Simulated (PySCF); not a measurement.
## Electronic structure of Cr³⁺ (chromium, charge +3) at the UHF level

Configuration: [Ar] 3d3, high-spin 4F determinant. All numbers are calculated (PySCF 2.14, scalar relativity by spin-free X2C-1e, in x2c-SVPall (5s3p3d1f, 36 functions)).

```json
{
 "Total energy": "-1047.597735 hartree",
 "One-electron energy": "-1411.1244 hartree",
 "Hartree (Coulomb) energy": "410.5452 hartree",
 "Exchange energy": "-47.0186 hartree",
 "⟨S²⟩": "3.7518",
 "⟨L²⟩": "12.024",
 "Sum of ⟨r⟩": "13.04 bohr",
 "Sum of ⟨r²⟩": "13.26 bohr²",
 "Langevin diamagnetic susceptibility": "-10.5 ×10⁻⁶ cm³/mol",
 "Time after the integrals": "0.08 s of wall time on 1 thread of Neoverse-V2 (shared host)"
}
```

| shell | electrons | mean orbital energy (hartree) | rms radius, mean of both spins (bohr) |
| --- | --- | --- | --- |
| 1s α | 1 | -223.69485 | 0.0734 |
| 1s β | 1 | -223.69395 | 0.0734 |
| 2s α | 1 | -28.28663 | 0.316 |
| 2s β | 1 | -28.20870 | 0.316 |
| 2p α | 3 | -23.93146 | 0.287 |
| 2p β | 3 | -23.85301 | 0.287 |
| 3s α | 1 | -5.00534 | 0.959 |
| 3s β | 1 | -4.75719 | 0.959 |
| 3p α | 3 | -3.72181 | 1.03 |
| 3p β | 3 | -3.41999 | 1.03 |
| 3d α | 3 | -1.88188 | 1.20 |

Densities and radii are taken from the X2C orbitals without a picture-change correction, which distorts them close to the nucleus.
